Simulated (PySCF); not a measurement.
Computed shifts of a molecule C₄H₆F₂, PySCF with PBE/pcSseg-1, GIAO, gas phase, atoms alike by connectivity averaged where their shifts nearly agree, in ppm (number of nuclei): ¹³C: 149.9 (1), 123.9 (1), 120.9 (1), 22.6 (1). ¹⁹F: -161.5 (1), -174.2 (1). ¹H: 6.43 (1), 5.95 (1), 5.62 (1), 2.17 (3). References: ¹³C against TMS (σ = 182.0 ppm); ¹⁹F against CFCl3 (σ = 133.6 ppm); ¹H against TMS (σ = 31.49 ppm), references at their B3LYP-D3(BJ)/def2-TZVP geometries, non-relativistic. Coordinates come from a PBE0-D3(BJ)/def2-SVP optimisation. One conformer was computed; it need not be the lowest.

Task: Identify the compound among the candidates.
A) FC(F)C1CC1
B) C[C@@H]1CC1(F)F
C) C=C(C)C(F)F
D) C/C(F)=C(\C)F

Result: C, C=C(C)C(F)F
